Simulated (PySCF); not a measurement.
## HgBr⁻: script and output

File input.py (PySCF 2.14):

```python
from pyscf import gto, scf, mp

mol = gto.M(
    atom='Hg 0 0 0; Br 0 0 2.2',
    basis='sbkjc',
    ecp={'Hg': 'sbkjc', 'Br': 'sbkjc'},
    charge=-1,
    spin=0,
    symmetry=True,
    verbose=4,
)
mf = scf.UHF(mol)
mf.kernel()
mp.MP2(mf).kernel()
mf.dip_moment()
print('orbital energies (hartree):', [e[max(0, n-3):n+3].round(4) for e, n in zip(mf.mo_energy, mol.nelec)])
```

```bash
$ OMP_NUM_THREADS=1 python input.py
```

Output (some set-up lines and the per-cycle HOMO/LUMO lines with their warnings removed):

```
PySCF version 2.14.0

[INPUT] Symbol           X                Y                Z      unit          X                Y                Z       unit  Magmom
[INPUT]  1 Hg     0.000000000000   0.000000000000   0.000000000000 AA    0.000000000000   0.000000000000   0.000000000000 Bohr   0.0
[INPUT]  2 Br     0.000000000000   0.000000000000   2.200000000000 AA    0.000000000000   0.000000000000   4.157397474043 Bohr   0.0

nuclear repulsion = 33.6749134221818
point group symmetry = Coov
symmetry origin: [0.         0.         1.26529488]
symmetry axis x: [1. 0. 0.]
symmetry axis y: [0. 1. 0.]
symmetry axis z: [0. 0. 1.]
num. orbitals of irrep A1 = 15
num. orbitals of irrep E1x = 9
num. orbitals of irrep E1y = 9
num. orbitals of irrep E2x = 3
num. orbitals of irrep E2y = 3
number of shells = 15
number of NR pGTOs = 77
number of NR cGTOs = 39
basis = sbkjc
ecp = {'Hg': 'sbkjc', 'Br': 'sbkjc'}

******** <class 'pyscf.scf.uhf_symm.SymAdaptedUHF'> ********
method = SymAdaptedUHF
initial guess = minao
damping factor = 0
level_shift factor = 0
DIIS = <class 'pyscf.scf.diis.CDIIS'>
SCF conv_tol = 1e-09
SCF max_cycles = 50
number electrons alpha = 14  beta = 14
Freeze 0 electrons in irreps []
    28 free electrons in irreps A1 E1x E1y E2x E2y
init E= -166.410071009442
cycle= 1 E= -157.644766173334  delta_E= 8.77  |g|= 4.15  |ddm|= 6.54
cycle= 2 E= -160.556845250083  delta_E= -2.91  |g|= 3.82  |ddm|= 8.04
cycle= 3 E= -165.636023094125  delta_E= -5.08  |g|= 0.824  |ddm|= 4.02
cycle= 4 E= -165.93882159229  delta_E= -0.303  |g|= 0.176  |ddm|= 1.65
cycle= 5 E= -165.966888391187  delta_E= -0.0281  |g|= 0.0284  |ddm|= 0.48
cycle= 6 E= -165.968262846498  delta_E= -0.00137  |g|= 0.0146  |ddm|= 0.148
cycle= 7 E= -165.968533243648  delta_E= -0.00027  |g|= 0.00298  |ddm|= 0.0542
cycle= 8 E= -165.968558370591  delta_E= -2.51e-05  |g|= 0.000504  |ddm|= 0.024
cycle= 9 E= -165.968559055788  delta_E= -6.85e-07  |g|= 0.000121  |ddm|= 0.00399
cycle= 10 E= -165.968559098184  delta_E= -4.24e-08  |g|= 1.76e-05  |ddm|= 0.00134
cycle= 11 E= -165.96855909927  delta_E= -1.09e-09  |g|= 3.37e-06  |ddm|= 0.000265
cycle= 12 E= -165.968559099295  delta_E= -2.48e-11  |g|= 5.39e-07  |ddm|= 3.83e-05
Extra cycle  E= -165.968559099295  delta_E= 2.27e-13  |g|= 2.16e-07  |ddm|= 3.35e-06
converged SCF energy = -165.968559099295  <S^2> = -1.4210855e-14  2S+1 = 1

******** <class 'pyscf.mp.ump2.UMP2'> ********
nocc = (np.int64(14), np.int64(14)), nmo = (39, 39)
E(UMP2) = -166.156996254903  E_corr = -0.188437155608189
E(SCS-UMP2) = -166.144040549415  E_corr = -0.175481450120094
E_corr(same-spin) = -0.0584343883958449
E_corr(oppo-spin) = -0.130002767212344

WARN: System has nonzero charge -1; the dipole moment is origin-dependent.
Location of origin: [0. 0. 0.]

Dipole moment(X, Y, Z, Debye):  0.00000,  0.00000, -2.01542
orbital energies (hartree): [array([-0.2178, -0.2178, -0.0464,  0.2297,  0.2297,  0.2696]), array([-0.2178, -0.2178, -0.0464,  0.2297,  0.2297,  0.2696])]
```

In short: E(SCF) = -165.968559 Eh, 12 cycles, E(MP2) − E(SCF) = -0.18844 Eh.

Hardware: Intel Xeon Platinum 8375C @ 2.90GHz, 1 thread, shared host. Wall time 1.1 s.

The basis has no diffuse functions, which an anion needs. The bond length is a typed value, not an optimised one. The dipole of an ion depends on the origin. No search for the lowest solution was made.
